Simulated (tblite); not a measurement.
Compound: C₅H₁₂GeS₂.
Atom-mapped SMILES: `[CH3:1][CH:2]([CH3:3])[C@@H:4]1[CH2:5][S:6][GeH2:7][S:8]1` (hydrogens: H9, H10, H11 on C1; H12 on C2; H13, H14, H15 on C3; H16 on C4; H17, H18 on C5; H19, H20 on Ge7)

Geometry (GFN2-xTB, Å), atoms numbered from 1 in this order:
```
atom  x, y, z in Å
C1    -0.834   -1.380    0.010
C2    -1.105   -0.009   -0.599
C3    -2.165    0.724    0.222
C4     0.135    0.887   -0.745
C5     1.159    0.447   -1.780
S6     2.251   -0.953   -1.311
Ge7    2.459   -0.338    0.808
S8     0.948    1.277    0.865
H9    -0.406   -1.279    1.009
H10   -1.769   -1.927    0.101
H11   -0.160   -1.966   -0.609
H12   -1.493   -0.154   -1.616
H13   -2.420    1.678   -0.234
H14   -1.795    0.914    1.227
H15   -3.068    0.124    0.293
H16   -0.221    1.871   -1.070
H17    0.653    0.120   -2.688
H18    1.815    1.283   -2.026
H19    2.175   -1.505    1.741
H20    3.836    0.196    1.169
```

Computed with GFN2-xTB (tblite): harmonic, unscaled wavenumbers at the GFN2-xTB geometry, gas phase. Against measured fundamentals such values can be off by several per cent, at times by over 20. Modes of hydrogen on germanium can be 10 to 20 % off. One conformer, not necessarily the lowest.

Harmonic wavenumbers (cm⁻¹): 52.0, 72.9, 127.0, 193.2, 209.6, 240.6, 254.8, 266.4, 306.2, 386.0, 391.1, 403.2, 429.7, 495.8, 508.7, 558.0, 609.1, 638.0, 738.7, 799.4, 831.4, 909.2, 946.1, 974.7, 985.3, 1057.1, 1094.8, 1125.1, 1156.4, 1194.5, 1209.1, 1247.8, 1282.5, 1313.1, 1335.8, 1404.5, 1422.1, 1442.4, 1483.4, 1494.3, 1500.5, 1505.8, 1807.9, 1861.5, 2903.3, 2918.7, 2973.3, 2988.1, 2993.7, 3031.5, 3036.5, 3039.4, 3044.7, 3045.2.

A = 1550, B = 810.9, C = 693.4 MHz; mass 209.959 u (most abundant isotopes); point group C1, symmetry number 1.

Task: What is the zero-point energy?

Result: Half the sum of the wavenumbers: 34120 cm⁻¹ = 408.17 kJ/mol.

Task: Entropy at 400 K, 1 bar (ideal gas, RRHO, classical rotation)?

Result: Translation 181.65, rotation 130.40, vibration 176.81: S = 488.9 J/(mol K).

Task: And Cp and H(400 K) − H(0)?

Result: Cp = 220.45 J/(mol K), of which vibrations give 187.19 (their classical limit is 54 R = 449.0); H(400 K) − H(0) = 51.41 kJ/mol without the zero-point energy, 38.10 from vibrations.

Task: Which modes carry the vibrational entropy at 400 K?

Result: 52.0 cm⁻¹: 22.27; 72.9 cm⁻¹: 19.47; 127.0 cm⁻¹: 14.90; 193.2 cm⁻¹: 11.51; 209.6 cm⁻¹: 10.86; 240.6 cm⁻¹: 9.77 J/(mol K); the other 48 give 88.04 together.

Task: What must be added to the electronic energy to get the Gibbs energy at 400 K and 1 bar?

Result: ZPE + [H(400 K) − H(0)] − T·S = 408.17 + 51.41 − 195.54 = 264.04 kJ/mol.

Task: How do the functions run with temperature in this model?

Result: 
```csv
T (K),S (J/(mol K)),Cp (J/(mol K)),H − H(0) (kJ/mol),G − H(0) (kJ/mol),ln q(vib)
150,335.3,106.8,9.96,-40.33,2.73
250,401.4,155.3,23.11,-77.24,5.51
298.15,430.6,177.2,31.11,-97.28,6.89
600,591.7,287.2,102.58,-252.43,15.45
900,721.4,351.6,199.23,-450.06,23.37
```

q(vib) and H(0) count from the zero-point level.

Task: Blend soft modes into free rotors: weight 1/[1 + (100 cm⁻¹/ν̃)⁴] for the oscillator and the rest for a rotor with moment μB/(μ + B), μ = h/(8π²ν), B = 10⁻⁴⁴ kg m². What vibrational entropy results?

Result: 166.14 J/(mol K) in place of 176.81, which changes −T·S at 400 K by +4.27 kJ/mol.

Hindered rotation and anharmonicity are outside this model. Other conformers, if any are populated, would add a mixing term that is left out. The structure is chiral; the term R ln 2 for an equal mix with its mirror image is left out.
